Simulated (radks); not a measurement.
The numbers below are computed, except where a source is named.
Problem. Ba2+, 54 electrons, occupied as [Xe]. Level of theory: Dirac Kohn-Sham, BLYP, spin-unpolarised, spherical densities, point nucleus (a radial shooting solver on a logarithmic mesh with Libxc functionals).

Spin-orbit splittings of the eigenvalues, e(l+1/2) - e(l-1/2), with zeta = 2 splitting/(2l+1) and mean radii in bohr:

shell  occ.  splitting (eV)  zeta (eV)  <r> j=l-1/2  <r> j=l+1/2
2p        6           381.9      254.6      0.09192      0.09792
3p        6           73.80      49.20       0.2816       0.2935
3d       10           15.73      6.294       0.2644       0.2681
4p        6           15.42      10.28       0.6969       0.7242
4d       10               ?          ?       0.7948       0.8048
5p        6           2.132      1.421        1.844        1.925

Estimate the 4d splitting.

Solution. 2.619 eV (zeta = 1.048 eV).
